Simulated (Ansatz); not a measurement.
**Relative stability**

The two ends of one reaction step of BH₂Cl₂OF, singlet (PBE0-D4/def2-TZVP).

A:

B1  (-0.533, 0.126, -0.922)
O2  (0.409, -0.266, -0.034)
Cl3  (-0.416, -0.341, -2.606)
Cl4  (-1.851, 1.100, -0.349)
H5  (0.547, 0.046, 1.709)
F6  (0.731, 0.138, 2.618)
H7  (1.112, -0.803, -0.416)
(Å)

B:

```
7
angstrom
B -0.6505 -0.1040 0.1354
O 0.9904 0.1534 0.3272
Cl -0.6959 -1.6603 -0.8144
Cl -1.1754 1.3810 -0.7842
H 1.4511 -0.5671 -0.1284
F -1.1250 -0.1911 1.3800
H 1.2052 0.9881 -0.1156
```

Computed with Ansatz 0.2.0 (basis: def2-TZVPP); correlated methods freeze the cores. B3LYP uses VWN-RPA correlation.

(1) Which structure is lower at CCSD(T), and by how much? (To be estimated.)

No T1 diagnostic of these runs exceeds 0.011.

Answers

(1) Computed: B, by 0.145 eV (electronic energy, against the other). By their contacts, A is a complex of BHCl₂O ([OH][B]([Cl])[Cl]) + HF and B is BH₂Cl₂OF ([OH2][B]([F])([Cl])[Cl]).

All methods give the same order:

```json
{"method": "SPW92", "E(B) − E(A) (eV)": "-0.395"}
{"method": "PBE-D4", "E(B) − E(A) (eV)": "-0.154"}
{"method": "BLYP-D4", "E(B) − E(A) (eV)": "-0.049"}
{"method": "r2SCAN-D4", "E(B) − E(A) (eV)": "-0.237"}
{"method": "B97M-V", "E(B) − E(A) (eV)": "-0.210"}
{"method": "PBE0-D4", "E(B) − E(A) (eV)": "-0.195"}
{"method": "B3LYP-D4", "E(B) − E(A) (eV)": "-0.095"}
{"method": "r2SCAN0-D4", "E(B) − E(A) (eV)": "-0.249"}
{"method": "BHLYP-D4", "E(B) − E(A) (eV)": "-0.147"}
{"method": "CAM-B3LYP-D4", "E(B) − E(A) (eV)": "-0.168"}
{"method": "wB97X-V", "E(B) − E(A) (eV)": "-0.225"}
{"method": "wB97M-V", "E(B) − E(A) (eV)": "-0.238"}
{"method": "B2PLYP", "E(B) − E(A) (eV)": "-0.097"}
{"method": "PBE-QIDH", "E(B) − E(A) (eV)": "-0.207"}
{"method": "RPA on PBE", "E(B) − E(A) (eV)": "-0.116"}
{"method": "HF", "E(B) − E(A) (eV)": "-0.033"}
{"method": "MP2", "E(B) − E(A) (eV)": "-0.148"}
{"method": "CCSD", "E(B) − E(A) (eV)": "-0.132"}
{"method": "CCSD(T)", "E(B) − E(A) (eV)": "-0.145"}
```

Labels in which every atom is bracketed show which atoms are joined, not bond orders.

For scale, one of the runs: CCSD(T)/def2-TZVPP, 205 basis functions, launched by `ansatz run in.yaml --threads 4 --pin off --events-out ev --progress --plain --max-ram 9574MiB`. The run took 57 s on 4 CPU threads of an Arm Neoverse V2 (shared host), with 2.7 GiB of host memory at its peak.
